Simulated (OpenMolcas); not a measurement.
Co3+.

```yaml
Program: OpenMolcas 26.06
Method: CASSCF
Basis: ANO-L-VDZP [5s4p2d1f]
Scalar_Hamiltonian: non-relativistic, point nucleus
Active_space: 6 electrons in 5 orbitals (3d)
State_averaging: 2S+1 = 5 even, 5 roots; 2S+1 = 3 even, 45 roots; 2S+1 = 1 even, 50 roots
Spin-orbit_coupling: state interaction with AMFI integrals over the reference wave functions, term energies averaged over their components
```

Levels without dynamic correlation, in cm⁻¹ above 3d⁶ ⁵D₄:

```csv
Level,E
3d⁶ ³P₂(1),28438
3d⁶ ³H₆,26067
3d⁶ ³F₄(1),29818
3d⁶ ³G₅,32926
```

On this reference, MS-CASPT2, IPEA 0.25 Eh, imaginary shift 0.1 Eh (closed shells correlated: 3s 3p) puts 3d⁶ ³P₂(1) at 23430 cm⁻¹.

Task: Estimate the other levels at that method by one scale factor, and say how well it serves.

Result: The factor is 23430 / 28438 = 0.824. Scaled values beside those that MS-CASPT2 gives and measured ones (Sugar and Corliss, J. Phys. Chem. Ref. Data 10, 1097 (1981)):
| Level | Scaled | MS-CASPT2 | Miss (%) | Measured |
| --- | --- | --- | --- | --- |
| 3d⁶ ³H₆ | 21479 | 25430 | -15.5 | 23680 |
| 3d⁶ ³F₄(1) | 24570 | 26730 | -8.1 | 25396 |
| 3d⁶ ³G₅ | 27131 | 31210 | -13.1 | 29022 |
For these levels the scaled values miss MS-CASPT2 by up to 15.5 %, as correlation changes each term by its own factor, spin-orbit parts do not scale and CASPT2 has its own spread within terms. This holds within one configuration; levels of others move differently, and the target method has errors of its own against measurement.

Term energies are means over components that CASPT2 splits; among the terms shown or strongly mixed into the levels shown the widest spread is 180 cm-1 (3d⁶ ³G, MS-CASPT2). The basis is small and was not contracted for so high a charge. Without dynamic correlation excited terms often stand tens of per cent too high (terms of higher spin than the ground term too low), and those without a measured partner can miss by more than the paired ones (holds for CASSCF). Measured partners are found by configuration, term and J. A level has none where our copy of the source lacks it or the pairing is in doubt (some pairs that miss far off the trend of their configuration count as doubtful), and it then counts in no deviation. Only configurations of the active space appear.

A number in round brackets counts repeated terms of one configuration in the order of the reference energies.
